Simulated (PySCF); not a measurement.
Zr(OH) (HOZr), SMILES [OH][Zr] (connectivity only; charge and spin as stated), neutral, multiplicity 4. Atoms are numbered in the order given.

```xyz
3

Zr    -0.0044    -0.3717     0.0000
O      0.0736     1.5601     0.0000
H     -0.4121     2.3868     0.0000
```
Charge 0, spin multiplicity 4.

Geometry optimised at B3LYP-D3(BJ)/def2-TZVPD. The multiplicity is an assumed one; other spin states were not compared. The def2 effective core potentials stand for the cores of Zr; spin–orbit coupling is left out.

Level of theory: B3LYP/def2-TZVPD in PySCF.

Mulliken values depend strongly on the basis, most of all with diffuse functions as here. ESP charges are fitted to the potential on shells at 1.4 to 2.0 van der Waals radii. Atomic charges (e):

```
atom  Mulliken  ESP fit  Mulliken spin
----  --------  -------  -------------
Zr1       0.43      ___           3.06
O2       -0.69      ___          -0.08
H3        0.26      ___           0.02
```

### Question
What belongs in the gaps? (An estimate is asked for; the answer gives what the named calculation found.)

### Answer

- Zr1, ESP fit: 0.26
- O2, ESP fit: -0.66
- H3, ESP fit: 0.40
